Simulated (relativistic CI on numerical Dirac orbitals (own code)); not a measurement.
# Hg²⁺: 4d photoemission

Computed with this model: Dirac-Coulomb-Breit CI, separate exchange-only KLI orbitals for each configuration, QED by a radiative potential, valence Slater integrals scaled by 0.9, multiplet model of photoemission in the sudden approximation; configurations [Xe] 4f14 5d10 → [Kr] 4d9 4f14 5s2 5p6 5d10; 80 K; Lorentzian 3.5 eV and Gaussian 0.6 eV FWHM. Energies are those of the free ion, without screening or charge transfer. The energies are binding energies and can lie tens of eV above those of solids. S is read from ⟨S²⟩ = S(S + 1).

free ion: ground-state S = 0.00, centroid 396.91 eV. Peaks (eV, height): 389.0 (100), 408.6 (67).

Strongest unbroadened transitions for free ion:

```
Energy (eV)  Relative strength
     389.11              100.0
     408.63               66.7
```
